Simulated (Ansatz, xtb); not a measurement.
# C8H6: which of two isomers lies lower

We compare X, `C#C/C=C\C=C\C#C`, a singlet, with Y, `C#C/C=C/C=C/C#C`, a singlet. Both are isolated molecules in the gas phase, relaxed with r2SCAN-D4/def2-SVP; the shapes shown needn't be the lowest conformers.

X (Å):

```xyz
14

C    -1.1549   -1.8606    1.5022
C    -0.7550   -0.7272    1.2888
C    -0.3030    0.5946    1.0775
C     0.2709    1.0522   -0.0749
C     0.5028    0.2602   -1.2478
C     1.0802    0.7613   -2.3776
C     1.3240    0.0137   -3.5490
C     1.5479   -0.6060   -4.5765
H    -1.5054   -2.8595    1.6848
H    -0.4308    1.2929    1.9134
H     0.5788    2.1037   -0.1095
H     0.1980   -0.7925   -1.2219
H     1.3829    1.8177   -2.3955
H     1.7408   -1.1604   -5.4762
```

Y (Å):

| atom | x (Å) | y (Å) | z (Å) |
| --- | --- | --- | --- |
| C | -0.7247 | 3.4574 | 1.2886 |
| C | -0.2923 | 2.6655 | 0.4663 |
| C | 0.2226 | 1.7773 | -0.5010 |
| C | 0.0321 | 0.4261 | -0.4868 |
| C | 0.5677 | -0.4544 | -1.4825 |
| C | 0.3779 | -1.8057 | -1.4676 |
| C | 0.8940 | -2.6945 | -2.4337 |
| C | 1.3277 | -3.4873 | -3.2545 |
| H | -1.1090 | 4.1474 | 2.0167 |
| H | 0.8153 | 2.2196 | -1.3137 |
| H | -0.5590 | -0.0176 | 0.3237 |
| H | 1.1587 | -0.0108 | -2.2931 |
| H | -0.2145 | -2.2479 | -0.6546 |
| H | 1.7132 | -4.1779 | -3.9814 |

Energies in hartree; the thermal terms are from GFN2-xTB frequencies at re-optimised GFN2-xTB minima (ideal gas, soft modes damped towards free rotors, one conformer each, 298.15 K, 1 atm) and include the zero-point energy:

|  | X | Y |
| --- | --- | --- |
| E, CCSD(T)/def2-SVP | −307.163405 | −307.163631 |
| E, MP2/def2-SVP | −307.064209 | −307.064275 |
| E, MP2/def2-TZVPP | −307.613820 | −307.613386 |
| zero-point energy | 0.100819 | 0.100584 |
| H(298 K) − E | 0.110639 | 0.110561 |
| G(298 K) − E | 0.067249 | 0.067873 |

Question: Correct the CCSD(T) difference for the basis set by the MP2 change, then work out ΔE, ΔE₀, ΔH and ΔG for X → Y in kJ/mol (1 Eh = 2625.50 kJ/mol) and the equilibrium ratio [Y]/[X].

Answer: 1. Differences Y − X: CCSD(T) −0.000226, MP2 in the small set −0.000066, MP2 in the large set +0.000434 Eh.
2. ΔE = −0.000226 + (+0.000434 − (−0.000066)) = +0.000274 Eh = +0.72 kJ/mol.
3. ΔE₀ = ΔE + ΔZPE = +0.000274 + (−0.000235) Eh = +0.10 kJ/mol.
4. ΔH = ΔE + (−0.000078) Eh = +0.51 kJ/mol.
5. ΔG = ΔE + (+0.000624) Eh = +2.36 kJ/mol, so ΔS = (ΔH − ΔG)/T = −6.2 J/(mol K).
6. kT = 0.9442 mEh, so K = [Y]/[X] = exp(−ΔG/kT) = exp(−0.95) ≈ 0.39.

The two are too close for this level to say which is favoured. An error of 4 kJ/mol in ΔG would change K by a factor of 5. Mirror images and further conformers aren't counted.

As drawn, both hold the same kinds of bond in the same numbers.

Other levels gave ΔE = −1.5 (GFN2-xTB); −1.1 (HF/STO-3G, GFN2-xTB geometries); −0.7 (r2SCAN-D4/def2-SVP//GFN2-xTB); −0.5 (r2SCAN-D4/def2-SVP); −1.1 (HF/def2-SVP); −0.2 (MP2/def2-SVP); −0.6 (CCSD(T)/def2-SVP) kJ/mol. The correlated steps freeze 8 core orbitals. Programs: Ansatz 0.2.0, xtb 6.7.1.
